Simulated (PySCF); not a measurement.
## Excitation energy of Ru by level of theory

Ru [Kr] 4d7 5s1 (5F) → Ru [Kr] 4d6 5s2 (5D), as a difference of total energies. Calculation: PySCF 2.14, in aug-cc-pVDZ-PP with ECP28MDF; a scalar-relativistic core potential. Correlated levels: valence: 4s2 4p6 frozen. The calculations carry no spin-orbit coupling.

| method | excitation energy (eV) | error (eV) |
| --- | --- | --- |
| UHF | 0.669 | -0.198 |
| LDA | 0.996 | +0.129 |
| PBE | 1.196 | +0.329 |
| PBE0 | 1.159 | +0.292 |
| r2SCAN | 1.084 | +0.217 |
| B97-3 | 0.893 | +0.026 |
| BP86 | 1.214 | +0.347 |
| PW91 | 1.227 | +0.360 |
| BHandHLYP | 0.898 | +0.031 |
| MP2 (valence) | 0.830 | -0.037 |
| SCS-MP2 (valence) | 0.775 | -0.092 |

Reference: 0.867 eV (measured; NIST levels, between the centres of gravity of the two terms).

Errors of the correlated levels include the incompleteness of this basis and the frozen core.
